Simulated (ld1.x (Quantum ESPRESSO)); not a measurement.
**Building the TM potential for Sb (PBE, fully relativistic).**

Sb (Z = 51), norm-conserving Troullier–Martins (Kleinman–Bylander form), made with ld1.x (Quantum ESPRESSO) 7.5 (PBE, fully relativistic). Core [Kr], reference 4d10 5s2 5p1 (charge +2). Waves: 5s (bound): rc 1.40 bohr; 4d (bound): rc 1.45 bohr; 4f channel at 0.4 Ry: rc 2.45 bohr; 5p (bound): rc 2.25 bohr. Local part: the p channel. Core correction: none.

Open shells are filled in proportion to 2j + 1 (rel_dist='average').

* Cutoffs needed: 100 Ry and 180 Ry (the cutoffs (Ry, on a coarse ladder) from which the occupation-weighted sum of valence levels, in a spherical-Bessel basis at the reference potential, stays within 10 and 1 mRy of its value at 400 Ry)
* Ghost test: no extra level below or beside the all-electron valence levels (s, d3/2, d5/2, f5/2, f7/2, p1/2, p3/2 tested) (spherical-Bessel basis up to 400 Ry, 20 bohr box)
* Largest excitation error: +92 meV (all-electron minus pseudo) for 4d10 5s1 5p0, out of 7 test configurations
